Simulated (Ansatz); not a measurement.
A structure relaxed at PBE0-D4/def2-TZVP, charge 0, multiplicity 1:

Cartesian coordinates in Å:
```
Al -2.4752 -0.3122 0.2375
O -1.4266 0.9300 -0.1912
Sn 0.4830 1.3057 -0.4362
Si 1.7747 -0.8334 0.1635
H -1.8601 -1.7343 0.5942
H -4.0291 -0.0196 0.2694
H 0.6361 1.7786 -2.0724
H 0.8085 2.6307 0.5945
H 1.4782 -1.2206 1.5667
H 3.2356 -0.5901 0.0235
H 1.3750 -1.9349 -0.7494
```

Problem. Give its formula and SMILES.

Solution. AlH7OSiSn, `[AlH2][O][SnH2][SiH3]`.

Problem. Point group (tolerance 0.08 Å, 0.16 Å for H)?

Solution. Cs.

Problem. Summarise the bond lengths by kind.

Solution. 1 × Al–O 1.681 Å; 2 × Al–H 1.582 to 1.590 Å; 1 × O–Sn 1.962 Å; 1 × Si–Sn 2.570 Å; 2 × H–Sn 1.710 Å; 3 × H–Si 1.485 to 1.488 Å.

Results of the Gaussian-basis code of Ansatz.
